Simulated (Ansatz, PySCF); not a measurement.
Spin states of HOPt (SMILES [OH][Pt]), each relaxed with B3LYP-D3(BJ)/def2-TZVP.
State 1 (charge 0, multiplicity 2):
```xyz
3

Pt    -0.933    -0.642    -0.811
O      0.473    -0.138     0.321
H      0.427     0.828     0.419
```
State 2 (charge 0, multiplicity 4):
```xyz
3

Pt    -0.997    -0.723    -0.870
O      0.456    -0.091     0.314
H      0.508     0.862     0.485
```

Singlets are restricted, other states unrestricted; no spin–orbit coupling, no relativity up to Kr; see below for the cores. The largest T1 diagnostic is 0.081.

Programs: Ansatz (Gaussian basis) for Hartree–Fock, density functionals and correlated methods; PySCF for the dispersion terms. Values without a source in brackets are computed. In def2 rows elements past Kr take small-core potentials, without spin–orbit coupling.

Question: Predict the energy of the multiplicity-4 state less that of the multiplicity-2 state from PBE-D3(BJ)/def2-TZVPP.

Answer: 30.6 kcal/mol

Question: What energy of the multiplicity-4 state less that of the multiplicity-2 state does SVWN5/def2-TZVPP give?

Answer: 34.5 kcal/mol

Question: What energy of the multiplicity-4 state less that of the multiplicity-2 state does BHLYP-D4/def2-TZVPP give?

Answer: 25.7 kcal/mol

Ansatz is a first-principles code.
